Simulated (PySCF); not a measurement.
## Excitation energy of Pb²⁺ by level of theory

Pb²⁺ [Xe] 4f14 5d10 6s2 (1S) → Pb²⁺ [Xe] 4f14 5d9 6s2 7s1 (3D), as a difference of total energies. Calculation: PySCF 2.14, in aug-cc-pVTZ-PP with ECP60MDF (6s5p4d2f, 55 functions); scalar relativity through the core potential. The calculations carry no spin-orbit coupling.

| method | excitation energy (eV) |
| --- | --- |
| UHF | 30.987 |
| LDA | 31.401 |
| PBE | 31.195 |
| PBE0 | 31.409 |
| r2SCAN | 31.643 |
| wB97X | 31.689 |
| B97-3 | 31.621 |
| M06-2X | 31.218 |
| BLYP | 31.100 |

The promoted electron is Rydberg-like, and one or two diffuse shells describe it only roughly, which tends to raise the upper state.
